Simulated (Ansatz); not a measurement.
F4Ge (SMILES [F][Ge]([F])([F])[F]), singlet, geometry from GFN2-xTB.

The Ansatz (a quantum-chemistry and plane-wave program) input:
Ansatz 0.2 input:
```yaml
crystal:
  periodic: [false, false, false]
  atoms:
    - {symbol: F, position_ang: [1.28249365, -1.06843622, -0.11172530]}
    - {symbol: Ge, position_ang: [-0.00000000, -0.00000000, -0.00000000]}
    - {symbol: F, position_ang: [0.58041552, 1.56903814, 0.00809899]}
    - {symbol: F, position_ang: [-1.01772117, -0.21135552, -1.31087792]}
    - {symbol: F, position_ang: [-0.84518800, -0.28924641, 1.41450423]}
basis:
  gaussian:
    orbitals: def2-TZVPP
hamiltonian:
  xc: b3lyp
```

### Question
What does this run give for the number of basis functions, total energy?

### Answer

The number of basis functions is 172 and the total energy is -2476.751401 Ha.
